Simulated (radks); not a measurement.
Task: These are the eigenvalues of the occupied orbitals of an atom or ion with whole-number occupations (hartree). Method: non-relativistic Kohn-Sham, LDA (Slater exchange, Perdew-Wang correlation), spin-polarised, spherical densities, point nucleus; computed with a radial shooting solver on a logarithmic mesh with Libxc functionals.

orbital  eigenvalue
1s        -144.5072
2s        -15.61560
2p        -12.85430
3s         -2.26410
3p         -1.58461

Which element is it, and in what charge state? The configuration may be excited. Open shells, if any, are filled with parallel spins first.

Result: Z = 20, calcium, charge +2: Ca2+ in [Ar]. The list shows which subshells hold electrons but not how many an open one holds; the 1s level, -144.51 hartree, gives Z - s = 17.0 by -(Z - s)^2/2, which with screening narrows Z to a few neighbours, and the depths of the outer levels then fix element, charge and occupations together.
